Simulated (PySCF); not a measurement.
Work out the structure from these simulated measurements.

Formula: C5H2F4.

| Quantity | Value |
| --- | --- |
| 1H NMR | chemical shifts (computed TMS as zero) by class: 2.36 (2 H) ppm [GIAO PBE0/pcSseg-1] |
| Polarisability | 65.0 au [PBE0/def2-SVPD] |
| 13C NMR | chemical shifts (computed TMS as zero) by class: 172.9 (1 C), 156.9 (1 C), 131.6 (1 C), 73.8 (1 C), 25.1 (1 C) ppm [GIAO PBE0/pcSseg-1] |
| NMR, other nuclei | isotropic shieldings of nuclei other than C and H, by class: 268 (1 F), 289 (1 F), 314 (1 F), 367 (1 F) ppm [GIAO PBE0/pcSseg-1] |
| Triplet | lowest triplet excitation (Tamm–Dancoff): 2.97 eV [TDA PBE0/def2-SVPD] |
| Rotational structure | rotational constants A, B, C: 3.257, 0.934, 0.729 GHz [GFN2-xTB] |
| Dipole | 1.44 D [PBE0/def2-SVPD] |
| UV, first state | lowest singlet excitation: 5.38 eV (231 nm, f = 0.433) [TDDFT PBE0/def2-SVPD] |

Gas-phase values; electronic properties from PySCF, density fitting. Levels stand in brackets. The structure is a single GFN2-xTB conformer in the gas phase; no vibrational or solvent corrections. NMR values are class means; diastereotopic atoms form classes of their own.

Q: What is the compound? Reason from the data.

A: Numbering: `[F:1][C:2]([F:3])=[C:4]([F:5])[C:6]1=[C:7]([F:8])[CH2:9]1`. Its formula, C5H2F4, gives 3 degrees of unsaturation: 1 ring and 2 π bonds in the structure found. 5 carbons fall into 5 classes; from least to most shielded: =CF2 carbon [C2] (172.9 ppm), vinylic C–F carbon [C7] (156.9 ppm), vinylic C–F carbon [C4] (131.6 ppm), fully substituted alkene carbon [C6] (73.8 ppm), allylic carbon [C9] (25.1 ppm). All hydrogens form one class (2.36 ppm): methylene hydrogen. The other shieldings belong to: 268 ppm, vinyl fluorine [F1]; 289 ppm, vinyl fluorine [F3]; 314 ppm, vinyl fluorine [F8]; 367 ppm, vinyl fluorine [F5]. S1 is mainly HOMO→LUMO (weight 0.95); the largest Löwdin shares of the orbital it empties are 0.19 on a vinylic C–F carbon, 0.17 on the =CF2 carbon, 0.15 on the fully substituted alkene carbon and 0.13 on a vinylic C–F carbon, of the orbital it fills 0.23 on the =CF2 carbon, 0.22 on a vinylic C–F carbon, 0.15 on the fully substituted alkene carbon and 0.14 on a vinylic C–F carbon. The optimised geometry has point group Cs and is an asymmetric top. Structure: `FC(F)=C(F)C1=C(F)C1`. Computed isomers that give other values at the same levels: `F/C=C1C=C\1C(F)(F)F` (13C chemical shifts (computed TMS as zero) by class: 140.0 (1 C), 132.3 (1 C), 130.2 (1 C), 129.4 (1 C), 103.5 (1 C) ppm). The assignments are read from this structure; whether some other isomer fits the data as well wasn't checked.

Shape of the structure used: `[F:1][C:2]([F:3])=[C:4]([F:5])[C:6]1=[C:7]([F:8])[CH2:9]1`: C2–C4–C6–C7 180°.
